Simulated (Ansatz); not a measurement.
Reaction: H5BGeO (SMILES [GeH3][BH]O) → H4BGeO (SMILES [O][BH][GeH3], doublet) + H (doublet) (the H-O bond breaks)
Each species at its own B3LYP-D3(BJ)/def2-TZVP minimum (Ansatz, a first-principles code), one conformer.

Total energies in hartree (Ansatz). Radicals and triplets start from unrestricted determinants; spin-orbit coupling is neglected. Cores are frozen in correlated methods (noble-gas shells, and filled d and f shells in the p block). No relativity. Where a partner has so few electrons that a lower coupled-cluster level is exact, that level stands in. The UHF reference of H4BGeO ([O][BH][GeH3], doublet) is spin-contaminated (<S^2> up to 0.04 over the pure value in the sets run).

```tsv
species	HF/cc-pVTZ	CCSD(T)/cc-pVTZ	HF/cc-pVQZ	CCSD(T)/cc-pVQZ	CCSD(T)/cc-pVDZ	CCSDT(Q)/cc-pVDZ
1: H5BGeO (SMILES O[BH][GeH3])	-2177.92969	-2178.45118	-2177.94128	-2178.49340	-2178.24827	-2178.25011
2: H4BGeO (SMILES [O][BH][GeH3], doublet)	-2177.30286	-2177.79991	-2177.31422	-2177.84078	-2177.60618	-2177.60928
3: H (doublet)	-0.49981	-0.49981	-0.49995	-0.49995	-0.49928	-0.49928
```

Work out the bond dissociation energy (electronic) in kcal/mol: take Hartree-Fock from cc-pVQZ, extrapolate the CCSD(T) correlation energy as X^-3 (X = 3, 4), and add CCSDT(Q) - CCSD(T) in cc-pVDZ. 1 hartree = 627.51 kcal/mol.


Species 1: correlation (64·(-0.55212) - 27·(-0.52149))/37 = -0.57447; step -0.00184; E1 = -2177.94128 + (-0.57447) + (-0.00184) = -2178.51759
Species 2: correlation (64·(-0.52656) - 27·(-0.49705))/37 = -0.54809; step -0.00310; E2 = -2177.31422 + (-0.54809) + (-0.00310) = -2177.86541
Species 3: correlation (64·(0.00000) - 27·(0.00000))/37 = 0.00000; step +0.00000; E3 = -0.49995 + (0.00000) + (+0.00000) = -0.49995
-1·E1 +1·E2 +1·E3 = 0.15223 hartree = 95.5 kcal/mol.
